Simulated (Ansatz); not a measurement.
The cluster Rb₄Br₃, 7 atoms. Hardware: 4 threads of Arm Neoverse V2 on a shared host.

In the def2 sets Rb takes a core potential; there is no spin–orbit coupling. Correlated methods freeze 27 core orbitals; core or outer-core shells of Rb, Br are correlated, in sets that lack core-valence functions.

Task: How many basis functions does each of these Ansatz runs have, and roughly what does it cost? PBE0-D4/def2-TZVP, charge 0 doublet, energy, from earlier orbitals; PBE-D4/def2-TZVP, charge 0 doublet, energy and forces, from earlier orbitals; PBE-D4/def2-SVP, charge 0 doublet, relaxation, 4 steps; BHLYP-D4/def2-TZVP, charge 0 doublet, energy, from earlier orbitals; RPA@PBE/def2-TZVP, charge 0 doublet, energy, from earlier orbitals; PBE0-D4/def2-SVP, charge 0 doublet, energy, from earlier orbitals; r2SCAN-D4/def2-TZVP, charge 0 doublet, energy, from earlier orbitals; MP2/def2-TZVP, charge 0 doublet, energy, from earlier orbitals; HF/STO-3G, charge 0 doublet, energy; PBE-D4/def2-SVP, charge 0 doublet, energy, from earlier orbitals; PBE0-D4/def2-SVP, charge 0 doublet, energy with a search over starts; B2PLYP/def2-TZVP, charge 0 doublet, energy, from earlier orbitals.

Result: Other jobs shared the machine, so times can vary by a factor of up to 3. A dash marks memory too small to be measured apart from the calling script's.

```json
{"run": "HF/STO-3G, charge 0 doublet, energy", "functions": "142", "fitting or Cholesky vectors": "1380", "wall time": "8 s", "peak host memory (GiB)": "1.6"}
{"run": "PBE-D4/def2-SVP, charge 0 doublet, energy, from earlier orbitals", "functions": "192", "fitting or Cholesky vectors": "2115", "wall time": "11 s", "peak host memory (GiB)": "–"}
{"run": "PBE0-D4/def2-SVP, charge 0 doublet, energy, from earlier orbitals", "functions": "192", "fitting or Cholesky vectors": "1834", "wall time": "21 s", "peak host memory (GiB)": "1.1"}
{"run": "PBE-D4/def2-TZVP, charge 0 doublet, energy and forces, from earlier orbitals", "functions": "276", "fitting or Cholesky vectors": "2424", "wall time": "22 s", "peak host memory (GiB)": "0.8"}
{"run": "PBE-D4/def2-SVP, charge 0 doublet, relaxation, 4 steps", "functions": "192", "fitting or Cholesky vectors": "2115", "wall time": "26 s", "peak host memory (GiB)": "–"}
{"run": "MP2/def2-TZVP, charge 0 doublet, energy, from earlier orbitals", "functions": "276", "fitting or Cholesky vectors": "2334", "wall time": "27 s", "peak host memory (GiB)": "1.5"}
{"run": "PBE0-D4/def2-TZVP, charge 0 doublet, energy, from earlier orbitals", "functions": "276", "fitting or Cholesky vectors": "2334", "wall time": "28 s", "peak host memory (GiB)": "1.7"}
{"run": "BHLYP-D4/def2-TZVP, charge 0 doublet, energy, from earlier orbitals", "functions": "276", "fitting or Cholesky vectors": "2334", "wall time": "30 s", "peak host memory (GiB)": "1.7"}
{"run": "PBE0-D4/def2-SVP, charge 0 doublet, energy with a search over starts", "functions": "192", "fitting or Cholesky vectors": "1834", "wall time": "33 s", "peak host memory (GiB)": "1.1"}
{"run": "RPA@PBE/def2-TZVP, charge 0 doublet, energy, from earlier orbitals", "functions": "276", "fitting or Cholesky vectors": "2334", "wall time": "40 s", "peak host memory (GiB)": "1.4"}
{"run": "B2PLYP/def2-TZVP, charge 0 doublet, energy, from earlier orbitals", "functions": "276", "fitting or Cholesky vectors": "2334", "wall time": "44 s", "peak host memory (GiB)": "1.7"}
{"run": "r2SCAN-D4/def2-TZVP, charge 0 doublet, energy, from earlier orbitals", "functions": "276", "fitting or Cholesky vectors": "2424", "wall time": "52 s", "peak host memory (GiB)": "1"}
```
